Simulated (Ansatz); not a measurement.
Ansatz (an electronic-structure program) input (B3LYP-D3(BJ)/def2-TZVP):

Ansatz 0.2 input:
```yaml
crystal:
  periodic: [false, false, false]
  atoms:
    - {symbol: Ge, position_ang: [-0.12025365, -0.13451768, -0.01024196]}
    - {symbol: O, position_ang: [-1.29539678, -1.18317333, -0.15855812]}
    - {symbol: Cl, position_ang: [-0.21122063, 1.82374535, -0.72513604]}
    - {symbol: Cl, position_ang: [1.69976023, -0.55056175, 0.92165615]}
basis:
  gaussian:
    orbitals: def2-TZVP
hamiltonian:
  xc: b3lyp
  dispersion: d3bj
relax: {f_tol: 0.002, max_steps: 150}
```

Output:

```
Functional definition: B3LYP
integrals: 0.08 GiB planned
1066 factors; their error is unknown
mean field: 0.76 GiB planned
mean field evaluation 1: about -83605.4709 eV, gradient 7.5e1 eV
mean field evaluation 2: about -83472.7419 eV, gradient 2.1e2 eV
mean field evaluation 4: about -83614.4477 eV, gradient 2.1e1 eV
mean field evaluation 8: about -83615.1990 eV, gradient 2.0e-1 eV
mean field evaluation 16: about -83615.4732 eV, gradient 1.9e-4 eV
mean field -83615.47316374 eV, -3072.8119621640 hartree, gradient 3.1e-5 eV, S^2 0.000000; 0 other end points of the search recorded, 0 dependent functions left out
the calculation of the forces begins
reference -83615.47340075 eV, -3072.8119708742 hartree; 37, 37 occupied and 116, 116 virtual orbitals, 1066 factors
relax step   1: F+E_penalty+E_count = -83615.70019527 eV  Δ(F+E_penalty+E_count) = +0.000e0 eV  max|allowed force component| = 2.107e0 eV/Å  Δτ_max = 0.0000 Å  (28 SCF iters, accepted)
these checks for a lower state are left out or cut short: starts, cluster_reference, orbital_swaps, neighbouring_geometries, increment
integrals: 0.08 GiB planned
1066 factors; their error is unknown
mean field: 0.76 GiB planned
mean field -83615.58637878 eV, -3072.8161227402 hartree, gradient 2.1e-5 eV, S^2 0.000000; 0 other end points of the search recorded, 0 dependent functions left out
the calculation of the forces begins
reference -83615.58661722 eV, -3072.8161315027 hartree; 37, 37 occupied and 116, 116 virtual orbitals, 1066 factors
relax step   2: F+E_penalty+E_count = -83615.81146136 eV  Δ(F+E_penalty+E_count) = -1.113e-1 eV  max|allowed force component| = 7.195e-1 eV/Å  Δτ_max = 0.0732 Å  (31 SCF iters, accepted)
these checks for a lower state are left out or cut short: starts, cluster_reference, orbital_swaps, neighbouring_geometries, increment
integrals: 0.08 GiB planned
1066 factors; their error is unknown
mean field: 0.76 GiB planned
mean field evaluation 32: about -83615.5958 eV, gradient 1.8e-5 eV
mean field -83615.59583747 eV, -3072.8164703406 hartree, gradient 1.8e-5 eV, S^2 0.000000; 0 other end points of the search recorded, 0 dependent functions left out
the calculation of the forces begins
reference -83615.59607620 eV, -3072.8164791137 hartree; 37, 37 occupied and 116, 116 virtual orbitals, 1066 factors
relax step   3: F+E_penalty+E_count = -83615.82073435 eV  Δ(F+E_penalty+E_count) = -9.273e-3 eV  max|allowed force component| = 1.079e-1 eV/Å  Δτ_max = 0.0170 Å  (30 SCF iters, accepted)
these checks for a lower state are left out or cut short: starts, cluster_reference, orbital_swaps, neighbouring_geometries, increment
integrals: 0.08 GiB planned
1066 factors; their error is unknown
mean field: 0.76 GiB planned
mean field -83615.59627018 eV, -3072.8164862424 hartree, gradient 1.8e-5 eV, S^2 0.000000; 0 other end points of the search recorded, 0 dependent functions left out
the calculation of the forces begins
reference -83615.59650905 eV, -3072.8164950205 hartree; 37, 37 occupied and 116, 116 virtual orbitals, 1066 factors
relax step   4: F+E_penalty+E_count = -83615.82096551 eV  Δ(F+E_penalty+E_count) = -2.312e-4 eV  max|allowed force component| = 3.632e-3 eV/Å  Δτ_max = 0.0041 Å  (31 SCF iters, accepted)
these checks for a lower state are left out or cut short: starts, cluster_reference, orbital_swaps, neighbouring_geometries, increment
integrals: 0.08 GiB planned
1066 factors; their error is unknown
mean field: 0.76 GiB planned
mean field -83615.59623409 eV, -3072.8164849162 hartree, gradient 2.9e-5 eV, S^2 0.000000; 0 other end points of the search recorded, 0 dependent functions left out
the calculation of the forces begins
reference -83615.59647294 eV, -3072.8164936936 hartree; 37, 37 occupied and 116, 116 virtual orbitals, 1066 factors
relax step   5: F+E_penalty+E_count = -83615.82096918 eV  Δ(F+E_penalty+E_count) = -3.669e-6 eV  max|allowed force component| = 5.203e-4 eV/Å  Δτ_max = 0.0010 Å  (21 SCF iters, accepted)
integrals: 0.08 GiB planned
1066 factors; their error is unknown
mean field: 0.76 GiB planned
mean field -83615.59623409 eV, -3072.8164849162 hartree, gradient 2.9e-5 eV, S^2 0.000000; 1 other end points of the search recorded, 0 dependent functions left out
the calculation of the forces begins
reference -83615.59647294 eV, -3072.8164936936 hartree; 37, 37 occupied and 116, 116 virtual orbitals, 1066 factors
Total energy: -83615.82120802 eV, -3072.8247525555 hartree
Atom 0 at    -0.149493    -0.160726    -0.014137 Å, force    -0.000302    -0.000436    -0.000278 eV/Å
Atom 1 at    -1.362498    -1.242983    -0.166908 Å, force     0.000502     0.000520     0.000168 eV/Å
Atom 2 at    -0.151013     1.851798    -0.708640 Å, force    -0.000171     0.000046    -0.000006 eV/Å
Atom 3 at     1.735893    -0.492596     0.917405 Å, force    -0.000029    -0.000130     0.000116 eV/Å
Dipole moment:     0.406148     0.362387     0.051177 e Å
```
